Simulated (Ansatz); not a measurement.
Compare A (`C[SiH2]C(C)O`) with its isomer B (`COCC[SiH3]`).

Isolated molecules relaxed with PBE0-D4/def2-TZVP in Ansatz; ΔE leaves out vibrations. CBS: MP2 limit from def2 TZ/QZ plus the TZ coupled-cluster correction, frozen cores. Functionals use def2-TZVPP. One conformer a species, not always the lowest.

Q: Which is lower in electronic energy at CCSD(T)/CBS, and by how much? (Estimate.)

A: The calculation gave: A, by 16.2 kcal/mol.

Q: Give E(B) − E(A) in kcal/mol with HF/def2-TZVPP, CCSD(T)/def2-TZVPP, MP2/def2-TZVPP, LDA (SPW92), B2PLYP, r2SCAN-D4, ωB97M-V. (Estimate.)

A: The calculation gave: HF/def2-TZVPP 11.2, CCSD(T)/def2-TZVPP 15.1, MP2/def2-TZVPP 16.3, LDA (SPW92) 15.4, B2PLYP 14.7, r2SCAN-D4 16.0, ωB97M-V 15.9. None reverses the order clearly.

Q: Does the order hold for the free energy at 298.15 K (harmonic terms from PBE0-D4)? (An estimate is asked.)

A: Computed: Yes: G(B) − G(A) = +15.9 kcal/mol, for one conformer each.

Largest T1 diagnostic: 0.010.

At CCSD(T), def2-SVP lies −4.9 kcal/mol from the extrapolated value and def2-TZVPP −1.1 kcal/mol. The D4 term adds +0.9 kcal/mol with B3LYP and +0.5 kcal/mol with PBE0; it sums over pairs of atoms, weighted by their polarisabilities, and B3LYP, whose exchange is more repulsive, gets the larger term.

B3LYP here is the variant with VWN-RPA as its local correlation; programs differ in this.
